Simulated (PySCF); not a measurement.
C₃HBrCl₂. Atoms are numbered in the order given.

```xyz
7

Cl    -2.4016     0.1481     1.4643
C     -1.5170    -0.1545     0.0000
Cl    -2.4016     0.1481    -1.4643
C     -0.2788    -0.5854     0.0000
C      0.9624    -0.9900     0.0000
Br     2.4396     0.2110     0.0000
H      1.2703    -2.0390     0.0000
```

Geometry optimised at TPSSh-D3(BJ)/def2-SVP. The structure was generated by enumeration, and PubChem lists no compound with its InChIKey, so it may never have been made.

Computed with PBE0/pcSseg-1 in PySCF.

GIAO shieldings, no solvent; atoms alike by connectivity are averaged. δ = σ(ref) − σ: ³⁵Cl against HCl (σ = 945.9 ppm); ¹³C against TMS (σ = 186.3 ppm); ¹H against TMS (σ = 31.56 ppm), references at their B3LYP-D3(BJ)/def2-TZVP geometries, non-relativistic (without spin–orbit terms, shifts of atoms bonded to Cl or Br come out too high).

Computed chemical shifts:
| nucleus | atoms | count | δ (ppm) |
|---|---|---|---|
| ³⁵Cl | Cl1, Cl3 | 2 | 354.1 |
| ¹³C | C4 | 1 | 218.9 |
| ¹³C | C2 | 1 | 130.8 |
| ¹³C | C5 | 1 | 109.6 |
| ¹H | H7 | 1 | 7.02 |
